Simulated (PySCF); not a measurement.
Compound: C6H7F3Si.
Geometry (PBE0-D3(BJ)/def2-SVP, Å), atoms numbered from 1 in this order:
```
atom  x, y, z in Å
C1     0.7049    1.9820    0.2560
C2    -0.0720    0.7134    0.0894
C3     0.3948   -0.5498   -0.0655
C4     1.8371   -0.9645   -0.1227
F5     2.1409   -1.4705   -1.3260
F6     2.0941   -1.9251    0.7755
F7     2.6855    0.0377    0.1121
C8    -0.6056   -1.6370   -0.2117
C9    -1.9091   -1.2952   -0.1739
Si10  -1.9571    0.5510    0.0724
H11    1.4015    2.1451   -0.5803
H12    1.3154    1.9609    1.1721
H13    0.0405    2.8552    0.3160
H14   -0.2548   -2.6665   -0.3429
H15   -2.7078   -2.0311   -0.2773
H16   -2.5629    0.9953    1.3656
H17   -2.5883    1.3296   -1.0367
```

The closed-shell ground state was solved at several levels (PySCF, density fitting, gas phase, non-relativistic).

```tsv
level	basis functions	HOMO (eV)	LUMO (eV)	gap (eV)	dipole (D)
PBE0/pcSseg-1	212	-7.08	-1.95	5.13	2.10
PBE/pcSseg-1	212	-6.02	-2.78	3.24	1.88
```

Estimate the row for PBE0/def2-SVPD, a basis of 269 functions; the other rows only guide the guess.

HOMO -7.09 eV, LUMO -1.96 eV, gap 5.13 eV, dipole 2.10 D.

How far do the dipole and the HOMO energy spread over the levels?

The dipole runs from 1.88 to 2.10 D (mean 2.02 D) and the HOMO from -7.09 to -6.02 eV.
